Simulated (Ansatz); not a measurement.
AlH5S2Si (`[SiH3][S][AlH][SH]`). Total charge 0; spin multiplicity 1. Geometry: relaxed with PBE0-D4/def2-TZVP. It is one conformer, not always the lowest.

```xyz
9

Si   -1.271   -0.279    0.871
S    -0.962   -0.809   -1.174
Al    1.074   -0.119   -1.539
S     2.249    1.016   -0.096
H    -2.663   -0.666    1.201
H    -1.102    1.183    1.084
H    -0.325   -0.995    1.763
H     1.734   -0.461   -2.925
H     1.266    1.130    0.814
```

(1) What is the dipole moment at ωB97M-V/def2-TZVPP? (Estimate.)

(2) And with PBE, r2SCAN, B3LYP? (An estimate is asked.)

(3) Give the Mulliken charges with ωB97M-V, B3LYP, PBE in def2-TZVPP. (Best estimate.)

Results:

(1) Computed: 0.84 D, with components (-0.46, 0.09, 0.70) D in this frame, pointing from negative to positive charge.

(2) Computed: PBE 0.90 D, r2SCAN 0.94 D, B3LYP 0.88 D.

(3) The calculation gave: 
```
atom  ωB97M-V  B3LYP    PBE
 Si1     0.12   0.26   0.19
  S2    -0.27  -0.30  -0.25
 Al3     0.38   0.44   0.39
  S4    -0.25  -0.26  -0.25
  H5    -0.01  -0.04  -0.03
  H6    -0.02  -0.06  -0.04
  H7     0.00  -0.04  -0.03
  H8    -0.09  -0.12  -0.10
  H9     0.13   0.11   0.13
```

B3LYP here is the variant with VWN-RPA as its local correlation; programs differ in this.
